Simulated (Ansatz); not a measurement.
Consider the formal exchange of groups at the Se–C bond: `N=C=C(F)[SeH]` + `C[SiH3]` → `[SiH3]C[SeH]` + `N=C=CF`.

Calculated with Ansatz (gas phase, PBE0-D4/def2-TZVP geometries, no zero-point term in ΔE). CCSD(T)/CBS adds triple-zeta CCSD(T) − MP2 to the extrapolated MP2 energy (def2 sets, frozen cores). This one scheme is used for every species. Functionals use def2-TZVPP. B3LYP here is the variant with VWN-RPA as its local correlation; programs differ in this. For Se outer-core shells are correlated without core-valence functions, which leaves a few kJ/mol of doubt a bond. Scalar relativity is left out up to krypton. One conformer a species, not always the lowest.

| level | ΔE (kJ/mol) | difference from CCSD(T)/CBS |
| --- | --- | --- |
| PBE-D4 | 23.8 | 13.6 |
| r2SCAN-D4 | 23.3 | 13.1 |
| PBE0-D4 | 18.3 | 8.1 |
| B3LYP-D4 | 17.7 | 7.5 |
| ωB97X-V | 14.8 | 4.6 |
| ωB97M-V | 14.4 | 4.2 |
| B2PLYP | 17.3 | 7.1 |
| PBE | 24.6 | 14.4 |
| r2SCAN | 23.4 | 13.2 |
| PBE0 | 18.9 | 8.7 |
| B3LYP | 19.0 | 8.8 |
| HF/def2-TZVPP | 5.9 | -4.3 |
| MP2/def2-TZVPP | 15.6 | 5.4 |
| SCS-MP2/def2-TZVPP | 13.2 | 3.0 |
| CCSD/def2-TZVPP | 9.8 | -0.4 |
| CCSD(T)/def2-TZVPP | 12.0 | 1.8 |
| HF/def2-QZVPP | 5.9 | -4.3 |
| MP2/def2-QZVPP | 14.6 | 4.4 |
| SCS-MP2/def2-QZVPP | 12.1 | 1.9 |
| HF/CBS(def2) | 5.8 | -4.4 |
| MP2/CBS(def2) | 13.9 | 3.7 |
| CCSD/CBS(def2) | 8.0 | -2.2 |
| CCSD(T)/CBS | 10.2 | 0 |

Largest T1 diagnostic among the species: 0.014.

In def2-TZVPP, CCSD(T) changes the Hartree–Fock value by +6.0 kJ/mol (the triples alone add +2.2 kJ/mol) and MP2 by +9.7 kJ/mol. From PBE to PBE0 (25 % exact exchange), in def2-TZVPP and without D4, ΔE moves by −5.7 kJ/mol.
